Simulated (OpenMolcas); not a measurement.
# Ru⁺: CASPT2 settings compared

| Property | Result |
| --- | --- |
| Program | OpenMolcas |
| Basis | ANO-RCC-VDZP [6s5p3d1f] |
| Scalar Hamiltonian | DKH2, point nucleus |
| Active space | 7 electrons in 5 orbitals (4d) |
| State averaging | 2S+1 = 4 even, 10 roots; 2S+1 = 2 even, 28 roots kept (CI in the orbitals of an earlier block) |
| Spin-orbit coupling | RASSI with atomic mean-field integrals over the reference wave functions, term energies averaged over their components |

Methods on the same reference wave functions:
A. CASSCF
B. SS-CASPT2, IPEA 0.35 Eh, sigma1 regulariser 0.4 Eh (closed shells correlated: 4s 4p)
C. SS-CASPT2, IPEA 0.15 Eh, sigma2 regulariser 0.2 Eh (closed shells correlated: 4s 4p)
D. XMS-CASPT2, IPEA 0.35 Eh, imaginary shift 0.05 Eh (closed shells correlated: 3d 4s 4p)

Energies in cm-1 above 4d7 4F 9/2, the measured ground level; measured values from NIST Handbook of Basic Atomic Spectroscopic Data.

```tsv
Level	A	B	C	D	Measured
4d7 4F 9/2	0.0	0.0	0.0	0.0	0.0
4d7 4F 7/2	1555	1565	1570	1565	1523
4d7 4F 5/2	2603	2600	2600	2600	2494
4d7 4F 3/2	3272	3250	3240	3260	3104
4d7 4P 5/2	12935	11050	10760	11490	8257
4d7 4P 3/2	13018	11190	10900	11450	8478
4d7 2G 9/2	13252	12250	11800	12270	
4d7 4P 1/2	13978	12120	11840	12490	9374
4d7 2G 7/2	14852	13860	13390	13820	
4d7 2P 3/2 [52 %]	17394	15570	15170	15420	
4d7 2H 11/2	17581	16370	16100	17140	
4d7 2P 1/2	18991	17450	17140	16900	
4d7 2H 9/2	19069	17880	17590	18590	
4d7 2D 5/2	19204	16750	16190	17250	
4d7 2D 3/2 [62 %]	21798	19610	19140	19820
```

Deviations, from unrounded energies. A percentage is the sum of absolute deviations over the sum of measured energies, with the sign that they share, or ± where signs differ.

| Against measurement | Levels | A | B | C | D |
| --- | --- | --- | --- | --- | --- |
| mean absolute deviation (cm-1) | 6 | 2400 | 1400 | 1300 | 1600 |
| fine structure of the ground term (%) | 3 | +4.3 | +4.0 | +4.1 | +4.3 |
| other terms of the ground configuration (%) | 3 | +52.9 | +31.6 | +28.3 | +35.7 |

C lies closest to measurement on these levels and A furthest from it. The largest miss of C in the table is 4d7 4P 5/2, by +2500 cm-1. The ranking rests on the paired levels alone, and a cruder setting can come out closer through cancelling errors.

Among B to D the level of the table that moves most is 4d7 2D 5/2, by 1100 cm-1 (lowest in C, highest in D). Moves below CASPT2's spread within the term are not significant.

The mean deviations of B to D differ by less than CASPT2's widest spread within a term (2700 cm-1), so their order carries little weight.

From A to B the spin-free energies of the other terms of 4d7 shown, above 4F, scale by factors of 0.84 to 0.93, as is usual when dynamic correlation screens the repulsion within a d or f shell.

The lowest spin-free term lies below A's lowest term by 0.338 hartree in B, 0.347 hartree in C, 0.361 hartree in D.

CASPT2 breaks the degeneracy within a term, and the mean is taken; among the terms shown or strongly mixed into the levels shown the widest spread is 2700 cm-1 (4d7 2G, D). Configurations with an s electron lie low at this charge and mix in, so terms can be misplaced. Terms from blocks run as CI alone lack orbitals of their own. The CASPT2 spread within a term exceeds the gap to the next term for 4d7 2P and 4d7 2H, 4d7 2H and 4d7 2D, so the order of their levels is uncertain (figures for B; the like holds for C, D). Without dynamic correlation excited terms often stand tens of per cent too high (terms of higher spin than the ground term too low), and those without a measured partner can miss by more than the paired ones (holds for A). Some terms miss by over 15 % even with CASPT2, which points to a basis or an active space too small for the shells correlated (holds for B; C; D). Measured partners are found by configuration, term and J. A level has none where our copy of the source lacks it or the pairing is in doubt (some pairs that miss far off the trend of their configuration count as doubtful), and it then counts in no deviation. Only configurations of the active space appear.

A share in square brackets marks a mixed level and gives the weight of the term that names it, the lowest over the columns.
